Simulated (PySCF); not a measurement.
**Pr²⁺: ionisation energy**

Pr²⁺ [Xe] 4f3 [4f5/2^3, M_J = 9/2] → Pr³⁺ [Xe] 4f2 [4f5/2^2, M_J = 4], as a difference of total energies. Calculation: PySCF 2.14, in x2c-TZVPPall-2c (11s11p10d4f2g, 140 functions); the two-component X2C-1e Hamiltonian. Correlated levels: [Ar] 3d10 frozen; the 18 highest virtual spinors dropped. "Screened" scales the spin-orbit matrix elements by Boettger's factors to mimic the two-electron term; Breit and QED terms are absent.

```tsv
method	ionisation energy (eV)	error (eV)
GHF (spin-free)	19.603	-2.021
GMP2 (spin-free)	21.076	-0.548
GHF (screened spin-orbit)	19.566	-2.058
GMP2 (screened spin-orbit)	21.045	-0.579
```

Reference: 21.624 eV (measured; NIST Atomic Spectra Database, ionization energies).

The spin-free rows relax to the high-spin LS determinant and lack the spin-orbit shift.

The labels give the starting determinants; with spin-orbit coupling the two ends relaxed to ⟨J²⟩ = 26.90, ⟨L²⟩ = 41.79, ⟨S²⟩ = 3.73 and ⟨J²⟩ = 20.87, ⟨L²⟩ = 29.72, ⟨S²⟩ = 1.98.

The determinant of Pr²⁺ and of Pr³⁺ mixes levels of different J (the jj label is only the starting occupation), so the difference between spin-free and spin-orbit rows is not the physical spin-orbit shift.
